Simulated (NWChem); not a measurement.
# BeH2; SMILES [BeH2]

```xyz
3

Be     0.0000     0.0000     0.0000
H      0.0000     0.0000     1.3390
H      0.0000     0.0000    -1.3390
```
Atoms are numbered in this order, from 1.

Program: NWChem. All runs use the structure optimised with PBE0/def2-SVP. Ions are spin-unrestricted doublets at the neutral geometry; other ion states weren't tried. Functional: LC-ωPBE (HJS hole) with def2-SVP; rows give the range parameter ω in 1/bohr.

```tsv
range parameter (1/bohr)	vertical ionisation energy, ΔSCF (eV)	−ε(HOMO) (eV)	ΔSCF minus −ε(HOMO) (eV)
0.05	11.62	8.21	3.41
0.10	11.66	8.95	2.71
0.15	11.72	9.63	2.09
0.25	11.90	10.72	1.18
0.50	12.22	12.19	0.03
```
